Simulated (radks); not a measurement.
Sb4+, 47 electrons, occupied as [Kr] 4d10 5s1. All-electron calculation, scalar-relativistic Kohn-Sham, SOGGA, spin-polarised, spherical densities, finite nucleus; open shells are filled with parallel spins first (spin-orbit coupling, left out, can overturn this in heavy ions); Fermi nuclear charge, rms radius 4.6802 fm. Program: a radial shooting solver on a logarithmic mesh with Libxc functionals.

Unscreened Slater integrals over Kohn-Sham orbitals (cm^-1). They are taken over the spin-up orbitals.

F0(5s,5s): 101440
F0(5s,4d): 122390
G2(5s,4d): 17378
F0(5s,4p): 125520
G1(5s,4p): 9514.9
F0(5s,4s): 126650
G0(5s,4s): 6491.2
F0(4d,4d): 195450
F2(4d,4d): 98667
F4(4d,4d): 65209
F0(4d,4p): 211360
F2(4d,4p): 106750
G1(4d,4p): 135680
G3(4d,4p): 83714
F0(4d,4s): 217550
G2(4d,4s): 102530
F0(4p,4p): 231850
F2(4p,4p): 121630
F0(4p,4s): 240080
G1(4p,4s): 163220
F0(4s,4s): 249380
